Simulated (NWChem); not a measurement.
System: BH3SO; SMILES OBS

Results from NWChem. Pople sets run with spherical d functions. Each level has its own optimisation; frequencies are unscaled. One conformer.

| level | r B–H (Å) | r B–O (Å) | r B–S (Å) | r H–O (Å) | highest harmonic frequency (cm⁻¹) | lowest (cm⁻¹) | zero-point energy (kcal/mol) |
|---|---|---|---|---|---|---|---|
| Hartree-Fock/STO-3G | 1.161 | 1.346 | 1.776 | 0.984 | 4287 | 426 | 28.1 |
| B3LYP/3-21G | 1.185 | 1.373 | 1.848 | 0.990 | 3545 | 347 | 22.8 |
| Hartree-Fock/3-21G | 1.175 | 1.364 | 1.856 | 0.963 | 3929 | 364 | 24.2 |
| CAM-B3LYP/def2-SVP | 1.203 | 1.347 | 1.811 | 0.964 | 3882 | 363 | 23.7 |
| B3LYP/6-31G* | 1.191 | 1.355 | 1.826 | 0.969 | 3759 | 359 | 23.4 |
